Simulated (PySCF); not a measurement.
(HBe-mu-NH2)2.
Bonds: Be1–N3, Be1–N6, N3–Be4, Be4–N6. Hydrogens: H2 on Be1; H7, H8 on N3; H5 on Be4; H9, H10 on N6.

The closed-shell ground state was solved at several levels (PySCF, density fitting, gas phase, non-relativistic). One conformer (not necessarily the lowest) at the PBE0-D3(BJ)/def2-SVP geometry, without solvent, vibrations or thermal averaging.

```csv
level,basis functions,HOMO (eV),LUMO (eV),gap (eV),dipole (D)
wB97X-D/pcSseg-1,88,-9.24,1.57,10.81,2.50
B3LYP/def2-SVPD,112,-7.11,-0.65,6.46,2.43
B3LYP/pcJ-1,136,-7.05,0.33,7.38,2.46
```

Q: What might PBE0/pcSseg-1 (88 basis functions) give for the same quantities?

A: HOMO -7.30 eV, LUMO -0.25 eV, gap 7.05 eV, dipole 2.50 D.

Q: Over all these levels, which gives the widest orbital gap and which the narrowest?

A: wB97X-D/pcSseg-1 (range-separated hybrid) has the widest, 10.81 eV, and B3LYP/def2-SVPD (global hybrid, 20 % exact exchange) the narrowest, 6.46 eV. Functional and basis both differ between the two, so the spread mixes both effects.

Q: How far do the dipole and the HOMO energy spread over the levels?

A: The dipole runs from 2.43 to 2.50 D (mean 2.47 D) and the HOMO from -9.24 to -7.05 eV.
